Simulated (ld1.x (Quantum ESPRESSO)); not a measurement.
Ag, PAW: configuration errors across variants

silver (Ag), PAW, made with ld1.x (Quantum ESPRESSO) 7.5 (BLYP, fully relativistic). Core [Ar] 3d10, reference 4s2 4p6 4d9 5s0 5p0 (charge +2). Waves: 4s (bound): rcut 1.20, rcutus 1.45 bohr; 5s (bound, empty): rcut 1.20, rcutus 1.45 bohr; 4p (bound): rcut 1.30, rcutus 1.50 bohr; 5p (bound, empty): rcut 1.30, rcutus 1.50 bohr; 4d (bound): rcut 0.80, rcutus 1.10 bohr; 4d channel at -1.15 Ry: rcut 0.80, rcutus 1.10 bohr. Local part: all-electron potential smoothed inside 0.95 bohr (lloc = -1). Core correction: Bessel-smoothed model core inside 1.05 bohr. Augmentation charge: PSQ, radius 0.90 bohr.

Open shells are filled in proportion to 2j + 1 (rel_dist='average').

All-electron excitation energies from the reference (eV): (1) 4s2 4p6 4d10 5s1 5p0 -29.915; (2) 4s2 4p6 4d10 5s0 5p0 -22.041; (3) 4s2 4p6 4d8 5s0 5p0 36.081; (4) 4s2 4p6 4d7 5s0 5p0 87.651; (5) 4s2 4p6 4d10 5s0.5 5p0 -26.857; (6) 4s2 4p6 4d9 5s2 5p0 -25.990; (7) 4s1 4p6 4d10 5s1 5p0 72.006.

Errors AE − PS in meV (a dash: test not solved or not reliable):

```tsv
change	(1)	(2)	(3)	(4)	(5)	(6)	(7)	bound ghosts
base	+0.3	+0.4	+0.8	+5.5	+0.4	-0.2	-1.9	not determined
wave 4d channel at -1.15 Ry: rcut 0.80, rcutus 1.10 bohr becomes 4d channel at -2 Ry: rcut 0.80, rcutus 1.10 bohr	+0.5	+0.7	+1.3	+7.8	+0.6	-0.2	-1.4	not determined
wave 4d channel at -1.15 Ry: rcut 0.80, rcutus 1.10 bohr becomes 4d channel at -1.78 Ry: rcut 0.80, rcutus 1.10 bohr	+0.3	+0.5	+0.9	+6.0	+0.4	-0.2	-1.8	not determined
wave 4d channel at -1.15 Ry: rcut 0.80, rcutus 1.10 bohr becomes 4d channel at -1.68 Ry: rcut 0.80, rcutus 1.10 bohr	+0.3	+0.5	+0.9	+5.8	+0.4	-0.2	-1.8	not determined
wave 4d channel at -1.15 Ry: rcut 0.80, rcutus 1.10 bohr becomes 4d channel at -1.45 Ry: rcut 0.80, rcutus 1.10 bohr	+0.3	+0.5	+0.8	+5.6	+0.4	-0.2	-1.9	not determined
wave 4d channel at -1.15 Ry: rcut 0.80, rcutus 1.10 bohr becomes 4d channel at -1.11 Ry: rcut 0.80, rcutus 1.10 bohr	+0.3	+0.4	+0.8	+5.5	+0.4	-0.2	-1.9	not determined
wave 4d channel at -1.15 Ry: rcut 0.80, rcutus 1.10 bohr becomes 4d channel at -0.35 Ry: rcut 0.80, rcutus 1.10 bohr	+0.3	+0.4	+0.8	+5.5	+0.4	-0.2	-1.9	not determined
wave 4d channel at -1.15 Ry: rcut 0.80, rcutus 1.10 bohr becomes 4d channel at 0.57 Ry: rcut 0.80, rcutus 1.10 bohr	+0.3	+0.4	+0.8	+5.5	+0.4	-0.2	-1.8	not determined
wave 4d channel at -1.15 Ry: rcut 0.80, rcutus 1.10 bohr becomes 4d channel at 1.87 Ry: rcut 0.80, rcutus 1.10 bohr	+0.3	+0.4	+0.8	+5.6	+0.4	-0.2	-1.7	not determined
wave 4d channel at -1.15 Ry: rcut 0.80, rcutus 1.10 bohr becomes 4d channel at 5.14 Ry: rcut 0.80, rcutus 1.10 bohr	+0.3	+0.5	+0.9	+6.1	+0.4	-0.2	-1.6	not determined
```

Give the same row for: wave 4d channel at -1.15 Ry: rcut 0.80, rcutus 1.10 bohr becomes 4d channel at -1.92 Ry: rcut 0.80, rcutus 1.10 bohr.

+0.4, +0.6, +1.0, +6.7, +0.5, -0.2, -1.6; bound ghosts: not determined.
